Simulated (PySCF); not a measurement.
Computed structure and properties of [TlH4]−

System: [TlH4]− (singlet); start: template (Td). Method: PySCF 2.14.0, RKS PBE0, Tl def2-SVP with ECP60, H def2-SVP; non-relativistic Hamiltonian with scalar-relativistic core potentials where named; density fitting; no spin-orbit coupling.

Input of the relaxation:

```python
mol = gto.M(atom='''
Tl     0.00000     0.00000     0.00000
H      1.13740     1.13740     1.13740
H     -1.13740    -1.13740     1.13740
H      1.13740    -1.13740    -1.13740
H     -1.13740     1.13740    -1.13740''',
    basis={'Tl': 'def2-SVP', 'H': 'def2-SVP'},
    ecp={'Tl': 'def2-SVP'},
    charge=-1, spin=0)
mf = dft.RKS(mol, xc='PBE0')
mf.grids.atom_grid = (50, 194)
mf = mf.density_fit()  # fitting sets: Tl def2-universal-JKFIT, H def2-universal-JKFIT
mf.conv_tol = 1e-08; mf.max_cycle = 55
mf.kernel(dm0)  # dm0: converged density of the start geometry
# quasi-Newton relaxation in Cartesian coordinates to a largest gradient under 0.00045 Eh/bohr, steps kept in the point group
```

Run from Python with OMP_NUM_THREADS=2; the lines above give its settings. Where DIIS fails, smearing, a level shift and second-order steps follow.
It took 2.8 s on 2 threads of Arm Neoverse V2, with other jobs on the host, from the converged density of the start.

Course of the relaxation:

```
step  energy above end (eV)  largest force component within the symmetry (eV/Å)
   0                 0.4180                                               0.645
   1                 0.1411                                               0.414
   2                 0.0063                                               0.103
   3                 0.0003                                               0.019
   4                 0.0000                                               0.001
```

Relaxed geometry (Td):

```xyz
5

Tl    0.0000    0.0000    0.0000
H     1.0412    1.0412    1.0412
H    -1.0412   -1.0412    1.0412
H     1.0412   -1.0412   -1.0412
H    -1.0412    1.0412   -1.0412
```

```
   contact      Å
Tl1–H2 (H)  1.803
Tl1–H3 (H)  1.803
Tl1–H4 (H)  1.803
Tl1–H5 (H)  1.803
```

On the finer grid (75, 302):

```json
{
 "HOMO": "-1.98 eV",
 "LUMO": "6.25 eV",
 "Dipole about the centre of mass": "0.00 D",
 "Set of Mulliken populations of Tl1 outside the core potential": "s 3.26, p 8.01, d 9.98",
 "D3(BJ) dispersion energy (not in the energies)": "-0.043 eV"
}
```

```csv
atom,Mulliken (e),Löwdin (e),spin (e)
Tl1,-0.24,-0.43,0.00
H2,-0.19,-0.14,0.00
H3,-0.19,-0.14,0.00
H4,-0.19,-0.14,0.00
H5,-0.19,-0.14,0.00
```

On the grid (50, 194), as all that follows. Harmonic modes: a minimum; lowest 561 cm⁻¹ (negative: unstable), highest 1593 cm⁻¹, zero-point energy 0.569 eV.

Taking off one H (charge -1, singlet; the rest: singlet) in vacuum, both parts rigid, costs 4.67 eV; the small basis without counterpoise inflates it.

Rigid scan of H along the line from its metal:

(distance to H2 (Å), energy (eV)): (1.50, 0.633), (1.60, 0.239), (1.70, 0.051), (1.80, 0.000), (1.90, 0.039), (2.00, 0.137), (2.20, 0.430), (2.50, 0.946), (2.90, 1.581), (3.40, 2.189)

One start shape was tried, so this needn't be the lowest isomer.
